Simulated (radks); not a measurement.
The antimony anion Sb- inside a hard spherical wall (all orbitals vanish at R), configuration held at [Kr] 4d10 5s2 5p4 and not refilled when levels cross. All-electron calculation, scalar-relativistic Kohn-Sham, r2SCAN, spin-polarised, spherical densities, finite nucleus; open shells are filled with parallel spins first (spin-orbit coupling, left out, can overturn this in heavy ions); meta-GGA in the generalised Kohn-Sham scheme; Fermi nuclear charge, rms radius 4.6802 fm. Program: a radial shooting solver on a logarithmic mesh with Libxc functionals. Eigenvalues in eV for spin up, with the zero of energy where the potential of the charges vanishes at infinity; a dash marks a level that is unbound or too diffuse for the functional's potential to be trusted. A positive occupied level is held by the wall or, in an anion where self-interaction has pushed it up, behind a barrier. The pressure on the wall is -dE/dV.

R (bohr)	E (hartree)	kinetic (hartree)	e(4p)	e(4d)	e(5s)	e(5p)	e(6s, empty)	e(5d, empty)	pressure (GPa)
20	-6482.23791	6779.659	-97.996	-27.851	-7.625	0.160	2.333	2.908	0.000277
12	-6482.23645	6779.664	-97.757	-27.611	-7.381	0.369	3.781	5.371	0.0119
10	-6482.23344	6779.679	-97.523	-27.377	-7.171	0.555	4.710	6.476	0.0662
8	-6482.21971	6779.749	-96.857	-26.717	-6.629	1.073	6.796	8.192	0.523
6	-6482.13511	6780.140	-94.628	-24.523	-4.979	2.888	13.274	12.198	6.46
5	-6481.95336	6780.902	-91.745	-21.718	-2.848	5.494	22.076	16.999	29.1
4	-6481.33734	6783.216	-85.868	-16.082	2.117	11.846	42.602	27.600	164
2.5	-6474.29848	6807.164	-58.365	10.147	39.159	57.572	171.04	92.029	5310
1.5	-6411.63366	6997.973	42.855	120.22	282.11	323.82	745.21	385.19	199000
